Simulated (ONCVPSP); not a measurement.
Cutoff test, argon, ONCV

ONCVPSP 4.0.1 input, shortened (lines: element, Z, core and valence counts, functional; n l f; lmax; l rc ep ncon nbas qcut; lloc lpopt rc5 dvloc0; l nproj debl; icmod fcfact rcfact), BLYP, fully relativistic:

```
  Ar 18.00    1    4  -106131      upf
    1    0    2.00
    2    0    2.00
    2    1    6.00
    3    0    2.00
    3    1    6.00
    2
    0    0.65    0.00    4    8   17.10
    1    0.60    0.00    5    8   20.50
    2    0.65    0.04    5    8   16.40
    4    5    0.45    6.00
    0    2    1.40
    1    2    2.80
    2    1    1.40
    0    0.00    0.00
```

Open shells are filled in proportion to 2j + 1.

For each optimised wave give the share of its norm inside rc, the residual kinetic energy above qcut (Ha) and the cutoffs (Ha) for errors of 10, 1, 0.1 and 0.01 mHa per electron.

```tsv
wave	norm inside rc	residual KE	10 mHa	1 mHa	0.1 mHa	0.01 mHa
2s	0.903	1.7e-05	45.2	103.7	128.2	194.7
3s	0.053	1.7e-05	38.1	96.5	127.2	157.5
2p j=3/2	0.884	2.1e-03	185.1	287.1	523.7	591.7
3p j=3/2	0.037	5.4e-04	158.4	200.2	325.0	595.8
2p j=1/2	0.886	2.2e-03	185.6	290.3	525.3	592.8
3p j=1/2	0.037	5.7e-04	159.3	200.8	328.8	600.3
d projector 1 j=5/2	0.000	1.2e-07	0.1	2.3	17.5	51.4
d projector 1 j=3/2	0.000	1.2e-07	0.1	2.3	17.6	51.6
```

The occupied waves need 290 Ha and 525 Ha for 1 and 0.1 mHa. Rows with under 1 % of the norm inside rc give no meaningful cutoff.
